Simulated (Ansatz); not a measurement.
Consider the substitution at a C–Si bond: `CC[SiH2]S` + `Sc1ccccc1` → `CCSc1ccccc1` + `[SiH3]S`.

Gas-phase electronic energies from Ansatz, PBE0-D4/def2-TZVP geometries. CBS: MP2 limit from def2 TZ/QZ plus the TZ coupled-cluster correction, frozen cores. DFT in def2-TZVPP. HSE06 is defined as in plane-wave codes. Each species was taken in one conformer, which may not be the lowest.

```json
{"level": "LDA (SPW92)", "ΔE (kJ/mol)": "32.6", "difference from CCSD(T)/CBS": "-2.2"}
{"level": "r2SCANh-D4", "ΔE (kJ/mol)": "36.5", "difference from CCSD(T)/CBS": "1.7"}
{"level": "HSE06-D4", "ΔE (kJ/mol)": "35.7", "difference from CCSD(T)/CBS": "0.9"}
{"level": "ωB97X-V", "ΔE (kJ/mol)": "35.1", "difference from CCSD(T)/CBS": "0.3"}
{"level": "r2SCAN0", "ΔE (kJ/mol)": "38.6", "difference from CCSD(T)/CBS": "3.8"}
{"level": "HSE06", "ΔE (kJ/mol)": "38.7", "difference from CCSD(T)/CBS": "3.9"}
{"level": "BHLYP", "ΔE (kJ/mol)": "39.5", "difference from CCSD(T)/CBS": "4.7"}
{"level": "HF/def2-SVP", "ΔE (kJ/mol)": "42.5", "difference from CCSD(T)/CBS": "7.7"}
{"level": "CCSD(T)/def2-SVP", "ΔE (kJ/mol)": "32.7", "difference from CCSD(T)/CBS": "-2.1"}
{"level": "MP2/def2-QZVPP", "ΔE (kJ/mol)": "32.3", "difference from CCSD(T)/CBS": "-2.5"}
{"level": "CCSD(T)/CBS", "ΔE (kJ/mol)": "34.8", "difference from CCSD(T)/CBS": "0"}
```

Largest T1 diagnostic among the species: 0.011.

Leaving LDA and LC-ωPBE aside and taking each functional with its dispersion term where it has one, the values, not all of them listed here, spread over 6.7 kJ/mol, from revPBE-D4 to ωB97M-V. LDA lies −4.8 kJ/mol from PBE without D4. In def2-TZVPP, CCSD(T) changes the Hartree–Fock value by −5.9 kJ/mol (the triples alone add −2.6 kJ/mol) and MP2 by −8.4 kJ/mol.
